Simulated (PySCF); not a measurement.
## SMILES C#C[C@@H]1CC[B@H-]1[NH3+], C$_{5}$H$_{10}$BN

Molfile (atoms numbered from 1):
```
C5H10BN
     RDKit          3D

 17 17  0  0  0  0  0  0  0  0999 V2000
    3.1228   -0.3443    0.9975 C   0  0  0  0  0  0  0  0  0  0  0  0
    2.0421   -0.2097    0.4959 C   0  0  0  0  0  0  0  0  0  0  0  0
    0.7346   -0.0491   -0.0782 C   0  0  2  0  0  0  0  0  0  0  0  0
    0.2621    1.4149   -0.2569 C   0  0  0  0  0  0  0  0  0  0  0  0
   -1.1541    1.1295    0.2751 C   0  0  0  0  0  0  0  0  0  0  0  0
   -0.6125   -0.2999    0.8312 B   0  0  1  0  0  0  0  0  0  0  0  0
   -1.4770   -1.5515    0.2047 N   0  0  0  0  0  0  0  0  0  0  0  0
    4.0691   -0.4547    1.4366 H   0  0  0  0  0  0  0  0  0  0  0  0
    0.7203   -0.5734   -1.0428 H   0  0  0  0  0  0  0  0  0  0  0  0
    0.8126    2.0830    0.4037 H   0  0  0  0  0  0  0  0  0  0  0  0
    0.3245    1.8050   -1.2752 H   0  0  0  0  0  0  0  0  0  0  0  0
   -1.5192    1.8817    0.9733 H   0  0  0  0  0  0  0  0  0  0  0  0
   -1.8790    1.0738   -0.5418 H   0  0  0  0  0  0  0  0  0  0  0  0
   -0.5082   -0.4898    1.9951 H   0  0  0  0  0  0  0  0  0  0  0  0
   -1.5824   -1.3966   -0.7939 H   0  0  0  0  0  0  0  0  0  0  0  0
   -2.3904   -1.5898    0.6457 H   0  0  0  0  0  0  0  0  0  0  0  0
   -0.9723   -2.4171    0.3695 H   0  0  0  0  0  0  0  0  0  0  0  0
  1  2  3  0
  2  3  1  0
  3  4  1  0
  4  5  1  0
  5  6  1  0
  6  7  1  0
  6  3  1  0
  1  8  1  0
  3  9  1  6
  4 10  1  0
  4 11  1  0
  5 12  1  0
  5 13  1  0
  6 14  1  1
  7 15  1  0
  7 16  1  0
  7 17  1  0
M  CHG  2   6  -1   7   1
M  END
```

Computed with PySCF 2.14.0, TDDFT B3LYP/def2-SVPD circular dichroism and optical rotation, one conformer, gas phase. Geometry: GFN2-xTB.

States above about 6.1 eV lie in this functional's continuum (it starts at minus the energy of the highest occupied orbital, well below the true ionisation energy for most functionals) and depend on the basis.

Stereocentres: C3 S, B6 R.

What is the specific rotation at 633, 589.3, 546, 436, 405, 365, 355 nm?

[α] in deg dm⁻¹ (g/mL)⁻¹:
```csv
λ (nm),origin-invariant length gauge,modified velocity gauge,length gauge (centre of mass),isotropic polarisability (au)
633,-17.0,-13.1,-17.8,86.3
589.3,-18.0,-13.3,-18.9,86.7
546,-18.3,-12.6,-19.3,87.2
436,-6.9,+3.5,-8.7,89.2
405,+6.9,+20.1,+4.7,90.2
365,+49.2,+69.3,+46.2,91.8
355,+68.5,+91.7,+65.3,92.4
```

Where the gauges differ in sign the basis doesn't settle the rotation.

And for the mirror image at 589.3 nm?

+18.0 deg dm⁻¹ (g/mL)⁻¹ (origin-invariant length gauge): the same size and the opposite sign.

What is the molar rotation [Φ] = [α]·M/100 of the geometry above at 589.3 nm?

With M = 94.95 g/mol, -17.1 deg cm² dmol⁻¹ (origin-invariant length gauge).

The first excitation lies at 4.66 eV (266 nm) with R = +1.8 × 10⁻⁴⁰ esu² cm² (velocity form).
